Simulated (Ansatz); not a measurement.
Ideal-gas functions of `F[SiH2][Al]1[O][GaH]1` at 298.15 K and 1 bar, from an Ansatz frequency run at PBE0-D4/def2-TZVP.

Molar mass 162.81 g/mol, point group Cs (symmetry number 1), electronic degeneracy 1, moments of inertia 65.703, 770.627, 830.454 u Å². Harmonic wavenumbers (cm⁻¹, unscaled): 23, 65, 92, 181, 241, 401, 405, 419, 516, 568, 729, 829, 850, 874, 934, 1944, 2205, 2216.

Use S(trans) = R[1.5 ln M + 2.5 ln T − 1.1517]; rotational temperatures θ = 24.2544 K / I; S(rot) = R[ln(√π/σ · √(T³/θAθBθC)) + 1.5]; for each mode x = 1.438777 ν̃/T, S = R[x/(eˣ − 1) − ln(1 − e⁻ˣ)] and H = RT x/(eˣ − 1); 1 cm⁻¹ = 0.0119627 kJ/mol; R = 8.31446 J/(mol·K).

Question: By hand: the entropy, in J/(mol·K).

Answer: Translation 172.4. Rotation: θ = 0.3692, 0.0315, 0.0292 K, giving 121.5. Vibration, mode by mode: 26.60, 17.99, 15.13, 9.70, 7.51, 4.01, 3.95, 3.75, 2.59, 2.13, 1.14, 0.77, 0.71, 0.65, 0.51, 0.01, 0.00, 0.00, in all 97.2. Electronic 0.0. Sum 391.1 J/(mol·K).

Question: By hand: H − E and G − E in kJ/mol, counted from the electronic energy.

Answer: Zero-point energy ½ × 13492 × 0.0119627 = 80.7; thermal vibration 13.6; translation, rotation and pV give 4 RT = 9.9. H − E = 104.2 kJ/mol, and G − E = 104.2 − 298.15 × 391.1/1000 = -12.4 kJ/mol.

Vibration gives 25 % of the entropy, 59.7 J/(mol·K) of it from the modes under 150 cm⁻¹: soft modes count most, and the harmonic formula is weakest for them. The sum counts one conformer and one mirror image; others add a mixing term.
